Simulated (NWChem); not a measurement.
System: 1,3-cyclohexadiene (C6H8); SMILES C1=CCCC=C1

Excerpt of the output:

```
             Northwest Computational Chemistry Package (NWChem) 7.3.0
             --------------------------------------------------------

 C2  symmetry detected

                             Geometry "geometry" -> ""
                             -------------------------

 Output coordinates in angstroms (scale by  1.889725989 to convert to a.u.)

  No.       Tag          Charge          X              Y              Z
 ---- ---------------- ---------- -------------- -------------- --------------
    1 C                    6.0000    -0.06524126    -1.41967739    -0.10782486
    2 C                    6.0000    -0.10916299    -0.72318882    -1.25660186
    3 C                    6.0000     0.10916299     0.72318882    -1.25660186
    4 C                    6.0000     0.06524126     1.41967739    -0.10782486
    5 C                    6.0000    -0.24450720     0.72356734     1.18777114
    6 C                    6.0000     0.24450720    -0.72356734     1.18777114
    7 H                    1.0000    -0.19167448    -2.50661959    -0.11072086
    8 H                    1.0000    -0.28632799    -1.23108265    -2.20883186
    9 H                    1.0000     0.28632799     1.23108265    -2.20883186
   10 H                    1.0000     0.19167448     2.50661959    -0.11072086
   11 H                    1.0000    -1.34348768     0.74603274     1.33767414
   12 H                    1.0000     0.18331864     1.27125153     2.04181214
   13 H                    1.0000    -0.18331864    -1.27125153     2.04181214
   14 H                    1.0000     1.34348768    -0.74603274     1.33767414

 Effective nuclear repulsion energy (a.u.)     219.0857028608

      Symmetry information
      --------------------

 Group name             C2
 Group number              4
 Group order               2
 No. of unique centers     7

                                Z-matrix (autoz)
                                --------

 Units are Angstrom for bonds and degrees for angles

[...]

      ----------------------
      Optimization converged
      ----------------------

  Step       Energy      Delta E   Gmax     Grms     Xrms     Xmax
  ---- ---------------- -------- -------- -------- -------- --------
@    3    -232.93301270 -1.2D-06  0.00015  0.00003  0.00051  0.00149
                                     ok       ok       ok       ok

                                Z-matrix (autoz)
                                --------

 Units are Angstrom for bonds and degrees for angles

[...]

 Rotational Constants
 --------------------
 A=   0.167567 cm-1  (  0.241087 K)
 B=   0.166931 cm-1  (  0.240171 K)
 C=   0.088756 cm-1  (  0.127698 K)

 Temperature                      =   298.15K
 frequency scaling parameter      =   1.0000

 Zero-Point correction to Energy  =   74.408 kcal/mol  (  0.118577 au)
 Thermal correction to Energy     =   77.752 kcal/mol  (  0.123906 au)
 Thermal correction to Enthalpy   =   78.344 kcal/mol  (  0.124849 au)

 Total Entropy                    =   71.425 cal/mol-K
   - Translational                =   39.038 cal/mol-K (mol. weight =  80.0626)
   - Rotational                   =   24.589 cal/mol-K (symmetry #  =        2)
   - Vibrational                  =    7.798 cal/mol-K

 Cv (constant volume heat capacity) =   20.893 cal/mol-K
   - Translational                  =    2.979 cal/mol-K
   - Rotational                     =    2.979 cal/mol-K
   - Vibrational                    =   14.934 cal/mol-K

[normal modes left out]

 ----------------------------------------------------------------------------
 Normal Eigenvalue ||           Projected Infra Red Intensities
  Mode   [cm**-1]  || [atomic units] [(debye/angs)**2] [(KM/mol)] [arbitrary]
 ------ ---------- || -------------- ----------------- ---------- -----------
    1       -0.000 ||    0.000000           0.000         0.000       0.000
    2       -0.000 ||    0.000003           0.000         0.002       0.004
    3       -0.000 ||    0.000030           0.001         0.029       0.045
    4       -0.000 ||    0.000066           0.002         0.065       0.101
    5        0.000 ||    0.000031           0.001         0.030       0.047
    6        0.000 ||    0.000019           0.000         0.018       0.028
    7      189.698 ||    0.000701           0.016         0.684       1.069
    8      289.822 ||    0.001312           0.030         1.279       2.000
    9      459.924 ||    0.006229           0.144         6.072       9.494
   10      509.443 ||    0.000313           0.007         0.305       0.477
   11      556.963 ||    0.000147           0.003         0.143       0.224
   12      648.589 ||    0.057165           1.319        55.727      87.125
   13      726.230 ||    0.007917           0.183         7.718      12.066
   14      750.384 ||    0.000676           0.016         0.659       1.031
   15      850.146 ||    0.001127           0.026         1.098       1.717
   16      922.423 ||    0.007807           0.180         7.611      11.899
   17      937.359 ||    0.002496           0.058         2.434       3.805
   18      956.893 ||    0.000299           0.007         0.292       0.456
   19      959.753 ||    0.001384           0.032         1.349       2.109
   20      973.259 ||    0.001646           0.038         1.605       2.509
   21      994.567 ||    0.001683           0.039         1.641       2.566
   22     1052.007 ||    0.002776           0.064         2.707       4.232
   23     1121.856 ||    0.000000           0.000         0.000       0.000
   24     1128.909 ||    0.004536           0.105         4.421       6.913
   25     1150.645 ||    0.001800           0.042         1.755       2.744
   26     1218.040 ||    0.007939           0.183         7.739      12.100
   27     1289.473 ||    0.000470           0.011         0.458       0.716
   28     1313.105 ||    0.000699           0.016         0.681       1.065
   29     1348.399 ||    0.001858           0.043         1.811       2.831
   30     1382.125 ||    0.004489           0.104         4.376       6.842
   31     1383.350 ||    0.002980           0.069         2.905       4.542
   32     1398.474 ||    0.003364           0.078         3.279       5.127
   33     1605.908 ||    0.001920           0.044         1.871       2.926
   34     1662.862 ||    0.000547           0.013         0.534       0.834
   35     2904.175 ||    0.014980           0.346        14.603      22.831
   36     2913.780 ||    0.048575           1.121        47.353      74.033
   37     3018.561 ||    0.013078           0.302        12.749      19.932
   38     3018.927 ||    0.025045           0.578        24.416      38.172
   39     3096.022 ||    0.000150           0.003         0.146       0.228
   40     3101.978 ||    0.002721           0.063         2.653       4.148
   41     3115.945 ||    0.032258           0.744        31.447      49.165
   42     3124.305 ||    0.014336           0.331        13.976      21.850
 ----------------------------------------------------------------------------
```

Level: PBE/def2-SVP. 

Question: Which NWChem input produces such a log?

Answer: Several could match; the one computed here: the input that was run:
```
start job
memory heap 200 mb stack 900 mb global 1100 mb
geometry units angstroms
  C     -0.068952    -1.419502    -0.108286
  C     -0.111053    -0.722901    -1.257063
  C      0.111053     0.722901    -1.257063
  C      0.068952     1.419502    -0.108286
  C     -0.242615     0.724204     1.187310
  C      0.242615    -0.724204     1.187310
  H     -0.198226    -2.506110    -0.111182
  H     -0.289545    -1.230330    -2.209293
  H      0.289545     1.230330    -2.209293
  H      0.198226     2.506110    -0.111182
  H     -1.341533     0.749542     1.337213
  H      0.186641     1.270768     2.041351
  H     -0.186641    -1.270768     2.041351
  H      1.341533    -0.749542     1.337213
end
basis spherical
  * library def2-svp
end
dft
  xc xpbe96 cpbe96
  iterations 150
end
driver
  maxiter 120
end
task dft optimize
task dft freq
```
